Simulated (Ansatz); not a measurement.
Reactions of `[SiH3][AlH][S][SiH3]`.

Program: Ansatz. Geometries: PBE0-D4/def2-TZVP. ΔE: electronic, gas phase. CCSD(T)/CBS adds triple-zeta CCSD(T) − MP2 to the extrapolated MP2 energy (def2 sets, frozen cores). This one scheme is used for every species. DFT in def2-TZVPP. For Ge outer-core shells are correlated without core-valence functions, which leaves a few kJ/mol of doubt a bond. Scalar relativity is left out up to krypton. Each species was taken in one conformer, which may not be the lowest.

```tsv
reaction	ωB97X-V (kJ/mol)	HF/CBS(def2) (kJ/mol)	CCSD(T)/CBS(def2) (kJ/mol)
`[SiH3][AlH][S][SiH3]` + H–F → `[F][AlH][S][SiH3]` + SiH₄	-179	-208	-176
`[SiH3][AlH][S][SiH3]` + H₂ → `[AlH2][S][SiH3]` + SiH₄	-14	-47	-10
`[SiH3][AlH][S][SiH3]` + CH₃OH → `C[O][AlH][S][SiH3]` + SiH₄	-128	-148	-127
`[SiH3][AlH][S][SiH3]` → `[AlH2][S][SiH3]` + `[SiH2]`	255	215	246
`[SiH3][AlH][S][SiH3]` + `[OH][GeH2][F]` → `[F][GeH2][O][SiH3]` + `[SiH3][AlH][SH]`	-37	-66	-37
`[SiH3][AlH][S][SiH3]` + `O[SiH2]S` → `[SiH3]O[SiH2]S` + `[AlH2][S][SiH3]`	-92	-126	-93
`[SiH3][AlH][S][SiH3]` + H₂S → `[SiH3][S][AlH][SH]` + SiH₄	-106	-118	-109
```

Largest T1 diagnostic: 0.014, for `[SiH2]`.
